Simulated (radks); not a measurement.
Os59+, configuration [Ne] 3s2 3p5.

Method: non-relativistic Kohn-Sham, TPSS, spin-polarised, spherical densities, point nucleus; open shells are filled with parallel spins first (spin-orbit coupling, left out, can overturn this in heavy ions); meta-GGA in the generalised Kohn-Sham scheme; relativity is left out, which matters for an element this heavy; computed with a radial shooting solver on a logarithmic mesh with Libxc functionals.

Energy parts (Ry):
total: -25176.7724
kinetic: 25175.1606
electron-nucleus: -52673.5821
Hartree: 2644.6876
exchange-correlation: -323.0385

Orbitals (lengths in bohr, moments of r in powers of bohr; <r^-3> diverges for s and p1/2; r(max) is where P^2 peaks):
| orbital | occ. | eigenvalue (Ry) | <1/r> | r(max) | <r^4> | <r^-3> |
|---|---|---|---|---|---|---|
| 1s up | 1 | -5285.133 | 75.47 | 0.01322 | 7.083e-07 | - |
| 1s down | 1 | -5284.875 | 75.47 | 0.01322 | 7.082e-07 | - |
| 2s up | 1 | -1136.179 | 17.93 | 0.07156 | 0.0001085 | - |
| 2s down | 1 | -1136.053 | 17.93 | 0.07156 | 0.0001084 | - |
| 2p up | 3 | -1106.459 | 17.91 | 0.05553 | 0.00006780 | 15730 |
| 2p down | 3 | -1106.215 | 17.91 | 0.05554 | 0.00006777 | 15720 |
| 3s up | 1 | -459.4708 | 7.503 | 0.1875 | 0.002794 | - |
| 3s down | 1 | -458.7341 | 7.497 | 0.1875 | 0.002801 | - |
| 3p up | 3 | -447.7896 | 7.453 | 0.1754 | 0.002374 | 4061 |
| 3p down | 2 | -447.0338 | 7.450 | 0.1755 | 0.002380 | 4058 |

The highest occupied level is 3p down at -6082.2 eV. The spin density at the nucleus is 5.898 e/bohr^3 (1s -3.926, 2s 1.652, 3s 8.172). For comparison, the ionisation energy in NIST's Atomic Spectra Database is 6240 eV (theoretical). In exact Kohn-Sham theory the highest level is minus the ionisation energy, but local and semilocal functionals leave it too shallow, through self-interaction and a potential that decays too fast; potentials with the right tail come closer.
